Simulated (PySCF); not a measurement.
Harmonic spectrum computed at PBE0 in the def2-SVP basis family (core potentials from Rb on, PySCF, no spin–orbit coupling):

```
symmetry  ω (cm⁻¹)  IR (km/mol)
      a1        52          0.0
      b1       101          0.6
      b2       171          1.3
      a1       198          2.6
      b2       265         34.4
      a1      1106          146
```

Q: Which molecule gave it? In each, all ligands are bound to the one heavy central atom.
A. WOI₂ (triplet)
B. TiOI₂ (singlet)
C. MoOI₂ (triplet)
D. ReOI₂ (doublet)

A: D. It has C2v symmetry with Re–I 2.563 Å (×2), Re–O 1.646 Å.
